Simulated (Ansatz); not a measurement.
Ansatz results at the PBE0-D4/def2-TZVP geometry: LUMO energy (PBE/def2-TZVPP) -1.68 eV; LUMO energy (PBE0/def2-TZVPP) -0.75 eV; HOMO–LUMO gap (PBE/def2-TZVPP) 4.57 eV.

Each molecule was computed in one conformer, which needn't be the lowest.

(1) Which molecule gave them?
A. `Cl[SiH]1NCO1`
B. `C[Si](N)(F)BO`
C. `NC(F)([SiH3])BO`
D. `[AlH2][B]([SiH3])O[SiH3]`

Answers

(1) C. The others give `Cl[SiH]1NCO1`: -0.94, -0.02, 5.23; `C[Si](N)(F)BO`: -1.93, -0.97, 4.18; `[AlH2][B]([SiH3])O[SiH3]`: -2.61, -1.67, 2.77.
